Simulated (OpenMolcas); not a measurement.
# Multiconfigurational calculation on Ti2+

Ti2+ with 4 ligands (chloride) in tetrahedral coordination (Td) at 2.49 Å. A charge of +0.5 e stands 2.8 Å behind each ligand. Ligand basis ANO-RCC-VDZP.

Input:

```
&GATEWAY
Coord
5

Ti 0.0 0.0 0.0
Cl 1.437602 1.437602 1.437602
Cl 1.437602 -1.437602 -1.437602
Cl -1.437602 1.437602 -1.437602
Cl -1.437602 -1.437602 1.437602
Basis=Ti.ANO-RCC-VDZP,Cl.ANO-RCC-VDZP
Group=NoSym
NoMove
AngMom=0.0 0.0 0.0
AMFI
RICD
XField
4 Angstrom 0
3.054183 3.054183 3.054183 0.500000
3.054183 -3.054183 -3.054183 0.500000
-3.054183 3.054183 -3.054183 0.500000
-3.054183 -3.054183 3.054183 0.500000
&SEWARD
&RASSCF
FileOrb=start.orb
Symmetry=1
Spin=3
nActEl=2 0 0
Inactive=45
Ras2=5
CIRoot=10 10 1
SDav=10
CIMx=300
Iter=150 100
PrWF=0.3
OrbListing=Nothing
MaxOrb=0
LevShft=1.0
>>> COPY $Project.JobIph JOB001
&RASSCF
FileOrb=start.orb
Symmetry=1
Spin=1
nActEl=2 0 0
Inactive=45
Ras2=5
CIRoot=15 15 1
SDav=15
CIMx=300
Iter=150 100
PrWF=0.3
OrbListing=Nothing
MaxOrb=0
LevShft=1.0
>>> COPY $Project.JobIph JOB002
&RASSI
NrOfJobIphs=2 10 15
1 2 3 4 5 6 7 8 9 10
1 2 3 4 5 6 7 8 9 10 11 12 13 14 15
IphNames
JOB001
JOB002
EJob
SpinOrbit
DIPRint=1.0
SOCoupling=1000.0
Subsets=2
Property=9
'ANGMOM' 1 'ANGMOM' 2 'ANGMOM' 3 'MLTPL  1' 1 'MLTPL  1' 2 'MLTPL  1' 3
'AMFI' 1 'AMFI' 2 'AMFI' 3
SOProperty=3
'ANGMOM' 1 'ANGMOM' 2 'ANGMOM' 3
```

Launched by
```bash
OMP_NUM_THREADS=1 MOLCAS_MEM=2457 MOLCAS_PROJECT=a pymolcas a.inp > a.log  # once for each step of the input, in one work folder
```

A driver script runs the steps one by one and writes start.orb anew before each from the orbitals found so far.

Output, cut to the results:

```
--- SEWARD ---
Basis set label: TI.ANO-RCC...5S4P2D1F.

      Electronic valence basis set:
      ------------------
      Associated Effective Charge  22.000000 au
      Associated Actual Charge     22.000000 au
      Nuclear Model: Point charge

      Shell  nPrim  nBasis  Cartesian Spherical Contaminant
         s      21       5        X
         p      15       4        X
         d      10       2                 X
         f       6       1                 X
                  Relativistic Douglas-Kroll-Hess integrals:
                    - DKH order of Hamiltonian: 2
                    - DKH order of Properties : 0
                  Atomic mean-field integrals
--- RASSCF ---
Wave function specifications:
      -----------------------------

      Number of closed shell electrons          90
      Number of electrons in active shells       2
      Max number of holes in RAS1 space          0
      Max nr of electrons in RAS3 space          0
      Number of inactive orbitals               45
      Number of active orbitals                  5
      Number of secondary orbitals              56
      Spin quantum number                      1.0
      State symmetry                             1
Orbital specifications:
      -----------------------

      Symmetry species                           1
                                                 a
      Frozen orbitals                            0
      Inactive orbitals                         45
      Active orbitals                            5
      RAS1 orbitals                              0
      RAS2 orbitals                              5
      RAS3 orbitals                              0
      Secondary orbitals                        56
      Deleted orbitals                           0
      Number of basis functions                106
      Number of CSFs                            10
      Number of root(s) required                10
      Iter CI   SX   CI       RASSCF       Energy    max ROT     max BLB   max BLB  Level Ln srch  Step   QN
          iter iter root      energy       change     param      element    value   shift minimum  type update
 Nr of preliminary CI iterations:   1
      Total energies have been shifted. Add                -2000.00 au
        1   1   10    0  -696.99013808    0.00E+00  -4.02E-02   32  90 1 -1.17E-01*  0.87   0.00    SX    NO
        2   1   10    0  -697.19065295   -2.01E-01* -1.33E-02   27  83 1 -3.93E-02*  0.93   0.00    SX    NO
        3   1    9    0  -697.22452856   -3.39E-02* -9.69E-03   32  47 1  1.68E-02*  0.95   0.00    SX    NO
        4   1    9    0  -697.23228707   -7.76E-03* -7.17E-03   32  47 1  1.05E-02*  0.96   0.00    SX    NO
        5   1    8    0  -697.23474973   -2.46E-03* -9.83E-03   32  47 1  6.74E-03*  0.96   2.48    LS   YES
        6   1    8    0  -697.23611626   -1.37E-03*  4.21E-03   14  72 1  2.98E-03*  0.96   1.08    QN   YES
        7   1    8    0  -697.23632058   -2.04E-04*  3.86E-03    7  68 1 -1.96E-03*  0.96   1.94    LS   YES
        8   1    8    0  -697.23638308   -6.25E-05* -1.06E-03   39  98 1 -2.09E-03*  0.96   1.02    QN   YES
        9   1    7    0  -697.23640312   -2.00E-05* -5.66E-04   12  71 1 -9.38E-04*  0.96   1.53    LS   YES
       10   1    7    0  -697.23640585   -2.73E-06* -8.89E-04    8  69 1  4.68E-04*  0.96   1.00    QN   YES
       11   1    7    0  -697.23640848   -2.63E-06* -7.70E-04    7  68 1  1.67E-04*  0.96   1.87    LS   YES
       12   1    7    0  -697.23640891   -4.29E-07* -8.67E-05   39  98 1  2.81E-04*  0.96   0.75    QN   YES
       13   1    6    0  -697.23640926   -3.52E-07* -6.82E-05   12  71 1  1.06E-04*  0.96   1.79    LS   YES
       14   1    6    0  -697.23640934   -8.42E-08* -2.21E-04    5  70 1 -9.13E-05   0.96   0.99    QN   YES
       15   1    5    0  -697.23640940   -6.06E-08* -1.00E-04    5  70 1 -2.84E-05   0.96   1.46    QN   YES
       16   1    5    0  -697.23640941   -9.98E-09   1.10E-05   45  54 1  5.72E-06   0.96   1.34    QN   YES
      Convergence after 16 iterations
       17   1    5    0  -697.23640942   -1.10E-09   1.10E-05    5  70 1  4.97E-06   0.96   1.34    QN   YES
      Natural orbitals and occupation numbers for root  1
      sym 1:  -0.000000  -0.000000   1.000000   0.000000   1.000000
      Natural orbitals and occupation numbers for root  2
      sym 1:   0.271205  -0.000000   0.271205   0.728795   0.728795
      Natural orbitals and occupation numbers for root  3
...
--- RASSI ---
SPIN-FREE ENERGIES:
  (Shifted by EMIN (a.u.) =      -2697.2690555313)

 SF State       Relative EMIN(au)   Rel lowest level(eV)    D:o, cm**(-1)

     1             0.0000000000        0.0000000000              0.0000
     2             0.0136236603        0.3707186822           2990.0478
     3             0.0136236603        0.3707186822           2990.0478
     4             0.0136236603        0.3707186822           2990.0478
     5             0.0236276487        0.6429410760           5185.6695
     6             0.0236276487        0.6429410760           5185.6695
     7             0.0236276487        0.6429410760           5185.6695
    11             0.0524302514        1.4266998212          11507.1101
    12             0.0524302514        1.4266998212          11507.1101
    13             0.0643039858        1.7498005958          14113.0936
    14             0.0643039858        1.7498005958          14113.0936
    15             0.0643039858        1.7498005958          14113.0936
    10             0.0715690785        1.9474938376          15707.5971
     8             0.0715690785        1.9474938376          15707.5971
     9             0.0715690785        1.9474938376          15707.5971
    16             0.0810043319        2.2042401633          17778.3959
    17             0.0838965107        2.2829403583          18413.1558
    18             0.0838965107        2.2829403583          18413.1558
    19             0.0838965107        2.2829403583          18413.1558
    20             0.0892281397        2.4280213742          19583.3131
    21             0.0892281397        2.4280213742          19583.3131
    22             0.0941121329        2.5609215989          20655.2257
    23             0.0941121329        2.5609215989          20655.2257
    24             0.0941121329        2.5609215989          20655.2257
    25             0.1904839607        5.1833326272          41806.3970
...
```

Spin-orbit levels above the lowest (labels of Td):

```
E (cm-1)  Degeneracy  Label  2S+1
     0.0           3     T2     3
    2953           1     A2     3
    2979           3     T2     3
    3005           2      E     3
    3018           3     T1     3
    5121           3     T2     3
    5130           2      E     3
    5279           3     T1     3
    5352           1     A1     3
   11516           2      E     1
   14111           3     T2     1
   15604           1     A1     3
   15662           3     T1     3
   15777           2      E     3
   15787           3     T2     3
   17789           1     A1     1
   18424           3     T1     1
   19595           2      E     1
   20666           3     T2     1
   41819           1     A1     1
```

Without dynamic correlation the repulsion within the d shell is too large (B by tens of per cent), so at a given field states of lower spin stand too high. Ligand-to-metal charge-transfer states are missing. With no ligand orbital active B as a rule stays too high, so bands that hang on it stand too high and its fall with covalency is understated. With metal d orbitals alone and no dynamic correlation the field as a rule comes out too small, by tens of per cent, by up to half for chloride and softer ligands. No measured value stands beside these numbers; the geometry was imposed, not optimised, and the real ion may take another.

The RASSCF and RASSI steps took 23 s on 1 thread of Arm Neoverse V1, with other jobs on the host; the integral step is not counted.
